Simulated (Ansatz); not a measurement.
Molecule: C7H15, charge 0, multiplicity 2. It need not be the lowest isomer of its formula. SMILES: C[C](C)C(C)(C)C
Structure (B3LYP-D3(BJ)/def2-TZVP (Ansatz, an electronic-structure program) minimum search):
```
C
C 1 1.5179
C 2 1.4938 1 119.41
H 3 1.0909 2 111.03 1 -173.96
H 3 1.0915 4 107.80 2 -123.94
H 3 1.1023 4 106.63 5 -113.68
C 2 1.4938 3 117.36 4 28.12
H 7 1.0909 2 111.03 3 -28.12
H 7 1.0915 8 107.80 2 123.94
H 7 1.1023 8 106.63 9 113.68
C 1 1.5374 2 111.35 3 40.93
H 11 1.0901 1 111.94 2 -63.63
H 11 1.0918 12 107.51 1 120.95
H 11 1.0920 12 108.15 13 116.44
C 1 1.5374 2 111.35 3 161.60
H 15 1.0901 1 111.94 2 63.63
H 15 1.0918 16 107.51 1 -120.95
H 15 1.0920 16 108.15 17 -116.44
C 1 1.5473 2 109.07 3 -78.73
H 19 1.0914 1 111.14 2 60.27
H 19 1.0914 20 108.18 1 122.27
H 19 1.0929 20 107.88 21 116.45
```
Charge 0, spin multiplicity 2.

Quantity: atomisation energy (electronic, to ground-state atoms), in eV. Cores are frozen in the correlated levels unless marked. UHF or UKS for open shells. No spin-orbit coupling. No relativistic terms. The coupled-cluster limit lacks core correlation, which all-electron functionals hold. CBS(X,Y): correlation extrapolated as X^-3; Hartree-Fock from the larger set. The bracket is a focal-point correction in the basis named.

| level | program | atomisation energy (eV) |
|---|---|---|
| HF/STO-3G | Ansatz | 86.47 |

**Question.** What does RI-MP2/CBS(cc-pVTZ,cc-pVQZ)+[CCSD(T)-MP2]/cc-pVTZ (Ansatz) give?

**Answer.** 90.28 eV
